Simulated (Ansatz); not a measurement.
Geometry optimisation, UKS PBE-D4/def2-SVP (Ansatz 0.2.0).

Input file:

```yaml
crystal:
  periodic: [false, false, false]
  atoms:
    - { symbol: Si, position_ang: [-0.5008, 0.016954, 0.209797] }
    - { symbol: H, position_ang: [1.133809, -2.164736, 0.131187] }
    - { symbol: H, position_ang: [-0.859044, -1.038775, -0.784631] }
    - { symbol: H, position_ang: [-0.177572, -0.550919, 1.564441] }
    - { symbol: O, position_ang: [-1.845168, 1.022646, 0.235777] }
    - { symbol: H, position_ang: [1.595941, -1.67933, -0.09521] }
    - { symbol: Se, position_ang: [1.451054, 1.121328, -0.342513] }
    - { symbol: H, position_ang: [-1.750353, 1.821143, 0.785639] }
    - { symbol: H, position_ang: [0.952133, 1.451689, -1.704488] }
magnetization:
  spin_polarized: true
basis:
  gaussian: { orbitals: def2-SVP }
hamiltonian:
  xc: pbe
  dispersion: d4
relax:
  f_tol: 0.03
  max_steps: 50
```

Run as:

```bash
$ ansatz run input.yaml --threads 2 --pin off --max-ram 3072MiB --backend cpu --events-out ev --progress --plain --runs-dir out
```

Task: Where does it end, and by what steps?

Result: It converged. After 11 steps the energy has fallen by 0.171 eV; H2 moved furthest, 0.79 Å.

```tsv
step	energy less start (eV)	largest force component (eV/Å)	accepted
0	0.0000	1.937	yes
1	-0.1310	0.176	yes
2	-0.1590	0.108	yes
3	-0.1521	0.421	no
4	-0.1643	0.162	yes
5	-0.1681	0.049	yes
6	-0.1697	0.031	yes
7	-0.1701	0.041	yes
8	-0.1704	0.055	yes
9	-0.1704	0.070	yes
10	-0.1698	0.141	no
11	-0.1707	0.029	yes
```

```xyz
9
Properties=species:S:1:pos:R:3
Si -0.630 0.166 0.254
H 1.666 -2.736 0.018
H -0.972 -0.917 -0.719
H -0.338 -0.381 1.625
O -1.954 1.197 0.213
H 1.808 -1.998 -0.149
Se 1.355 1.200 -0.293
H -1.854 2.009 0.741
H 0.918 1.459 -1.690
```

Whether the end is a true minimum wasn't checked by a vibrational analysis.

The run took 33 s on 2 threads of Arm Neoverse V1 (shared host), peak memory 0.15 GiB.
